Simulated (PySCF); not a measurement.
## PbBr from Hartree–Fock to correlated methods

State: ²Π (doublet), unpaired electrons π ↑. Set-up: basis Pb cc-pVDZ-PP with ECP60, Br cc-pVDZ-PP with ECP10; scalar-relativistic core potentials; PySCF 2.14. De refers to Pb + Br in their high-spin ground configurations, without counterpoise correction. The functionals are run spin-unrestricted. A positive dipole means Pb(−)Br(+).

| Level | Re (Å) | ωe (cm⁻¹) | De (eV) | μ (D) | CPU s a point (SCF and correlation, without the integrals) |
| --- | --- | --- | --- | --- | --- |
| UHF | 2.664 | 203 | 2.04 | -4.72 | 0.091 |
| UHF-MP2 | 2.634 | 214 | 2.99 | n/a | 0.18 |
| UHF-SCS-MP2 | 2.646 | 211 | 2.89 | n/a | n/a |
| UHF-CCSD | 2.648 | 210 | 2.80 | n/a | n/a |
| UHF-CCSD(T) | 2.649 | 209 | 2.89 | n/a | 6.7 |
| LDA | 2.602 | 219 | 4.06 | -2.92 | 0.54 |
| PBE | 2.652 | 204 | 3.51 | -3.36 | 0.94 |
| PBEsol | 2.624 | 212 | 3.71 | -3.18 | 1.1 |
| r²SCAN | 2.635 | 210 | 3.42 | -3.59 | 0.86 |
| PBE0 | 2.631 | 211 | 3.33 | -3.71 | 1.1 |
| B97-3 | 2.653 | 205 | 3.34 | -3.92 | 0.53 |
| CAM-B3LYP | 2.632 | 212 | 3.21 | -3.80 | 1.1 |

(1) Which functional lies closest to UHF-CCSD(T) in De, which farthest, and by how much do they differ from it?

(2) What does a quarter of exact exchange do here, going from PBE to PBE0?

(3) What does the step from GGA to meta-GGA do here, going from PBE to r²SCAN?

Correlated steps freeze 8 core orbitals. Correlated levels converge slowly with the basis: in double zeta they bind strong bonds too weakly, by up to about 1 eV, and carry superposition errors of some tenths. These are scalar-relativistic numbers at best; spin–orbit coupling would shift them, the dissociation energy most. Counting both spins, an empty level lies below a filled one in some of these solutions, because spin and occupation are held. The state is the lowest determinant that a PBE0 search found; another state may lie lower at other levels.

The whole job (state search and all levels along the bond) took about 2.5 min on 1 thread of Arm Neoverse V2 (shared host), peak memory 0.5 GiB.

Answers

(1) Closest is CAM-B3LYP (-1.7 pm in Re, +1.4 % in ωe, +0.32 eV in De against UHF-CCSD(T) in the same basis), farthest LDA (-4.7 pm in Re, +4.8 % in ωe, +1.17 eV in De). CCSD(T) converges more slowly with the basis than the functionals do and binds too weakly in this one, so the order can change at the basis-set limit.

(2) PBE0 less PBE: -2.1 pm in Re, +3.4 % in ωe, -0.18 eV in De. Exact exchange removes part of the self-interaction that spreads semilocal densities, and in most molecules shortens and stiffens the bond and lowers De; so it does here.

(3) r²SCAN less PBE: -1.7 pm in Re, +2.9 % in ωe, -0.09 eV in De.
